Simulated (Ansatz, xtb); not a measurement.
## CH4BrGe: where a starting geometry ends

The starting geometry of this gas-phase doublet has its atoms placed at random.

| atom | x (Å) | y (Å) | z (Å) |
| --- | --- | --- | --- |
| C | -0.2372 | -1.3785 | 0.3627 |
| Br | 0.8216 | -1.2603 | -1.0149 |
| Ge | 0.2056 | 0.6161 | 0.1400 |
| H | 1.3058 | 1.6351 | 0.6939 |
| H | -0.7079 | -1.4845 | -0.5474 |
| H | -0.1462 | -0.8228 | 1.8061 |
| H | -0.9024 | 1.4372 | 0.2014 |

Q: Guess where an optimisation with r2SCAN-D4/def2-SVP ends from this start.

A: It ends as `[GeH2][CH2]Br`. Distances that change by over a tenth: C1–Br2 (1.74 → 1.95 Å), Ge3–H7 (1.38 → 1.55 Å). Contacts that open: Br2–Ge3 (2.29 → 3.24 Å), Br2–H5 (1.61 → 2.51 Å). Contacts that close: C1–H6 (1.55 → 1.10 Å).

The energy falls by 9.08 eV over 13 steps:

```csv
step,E − E(last) (eV)
1,9.084
2,4.970
4,0.809
5,0.229
6,0.034
8,0.003
9,0.002
10,0.001
12,0.000
13,0.000
```

Final geometry (Å):

| atom | x (Å) | y (Å) | z (Å) |
| --- | --- | --- | --- |
| C | -0.1093 | -0.9578 | 0.1805 |
| Br | 1.4221 | -1.8672 | -0.6247 |
| Ge | 0.0132 | 0.9971 | -0.0526 |
| H | 1.3400 | 1.5022 | 0.5462 |
| H | -1.0126 | -1.3678 | -0.2912 |
| H | -0.1118 | -1.2269 | 1.2478 |
| H | -1.2025 | 1.6628 | 0.6359 |

From the same start GFN2-xTB reaches the same bonding as this run.

From so rough a start the end depends on the optimiser's path, so another program may land elsewhere. The end wasn't checked by frequencies. Open shells are spin-unrestricted. Run with Ansatz 0.2.0, 90 s on 2 threads of Arm Neoverse V1, with other jobs on the host.
